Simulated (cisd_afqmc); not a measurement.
Input (AFQMC/CISD/aug-cc-pV(D+d)Z; cisd_afqmc is a phaseless AFQMC code with CISD trial states that reads the integrals written by Ansatz): A basis named .json is the Basis Set Exchange file of that set.

Ansatz 0.2 input:
```python
import cisd_afqmc

open("ham.yaml", "w").write("""\
crystal:
  periodic: [false, false, false]
  atoms:
    - {symbol: Si, position_ang: [-0.00000000, -0.00000000, -1.07781535]}
    - {symbol: Cl, position_ang: [0.00000000, 0.00000000, 0.88761264]}
basis:
  gaussian:
    orbitals: aug-cc-pV_D+d_Z.json
total_charge: 1
magnetization: {spin_polarized: false}
correlation: {method: ccsd, electrons: outside_noble_gas, hamiltonian_folder: ham}
""")
rep = cisd_afqmc.ansatz("ham.yaml")
e_ccsd = rep["correlation"]["coupled_cluster"]["energy"]["hartree"]
out = cisd_afqmc.run("ham", e_ccsd, trial="CISD", walkers=100, populations=8, threads=8, dt=0.005, steps=40, early=24, settle=10, least=32,
    cut=5e-5, rank_cut=2e-4, target=0.0004, seconds=1500, seed=1, memory=17280, gpu=False)
```

Output:

```
orbitals 54, occupied [5], factors 306 of 648, rank of the doubles 90 of 245
E(HF) = -748.173540
E(CCSD) on the cut factors = -748.408434, shift to the whole factors -0.000003
Energy of the trial state on the determinant = -748.408363
  tau behind 7.2 of longer steps, mean of the populations' last blocks
   2.0  -748.41851
   4.0  -748.41751
   6.0  -748.41816
   8.0  -748.41815
blocks 405 (0 outliers left out), error by blocks joined: 1: 0.00017, 2: 0.00021, 4: 0.00026, 8: 0.00031, 16: 0.00032
E(AFQMC/CISD) = -748.41792 +/- 0.00032
```
